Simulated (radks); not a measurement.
Problem. Ionisation ladder of ytterbium, from Yb66+ to Yb69+. Each ion is in the ground configuration listed by NIST, and IE = E(next ion) - E(this ion), with E = 0 for the bare nucleus. Method: scalar-relativistic Kohn-Sham, exchange-only LDA, spin-polarised, spherical densities, point nucleus; open shells are filled with parallel spins first (spin-orbit coupling, left out, can overturn this in heavy ions); computed with a radial shooting solver on a logarithmic mesh with Libxc functionals.

| species | configuration | IE, Delta-SCF (eV) | -e(HOMO) (eV) | HOMO |
|---|---|---|---|---|
| Yb66+ | [He] 2s2 | ? | 16958.9 | 2s |
| Yb67+ | [He] 2s1 | ? | 17268.8 | 2s up |
| Yb68+ | [He] | 70283 | 69816 | 1s |
| Yb69+ | 1s1 | 71607 | 71134 | 1s up |

Estimate the withheld Delta-SCF values.

Solution. Yb66+: 17074.1 eV (NIST 17050); Yb67+: 17386.3 eV (NIST 17365.4).
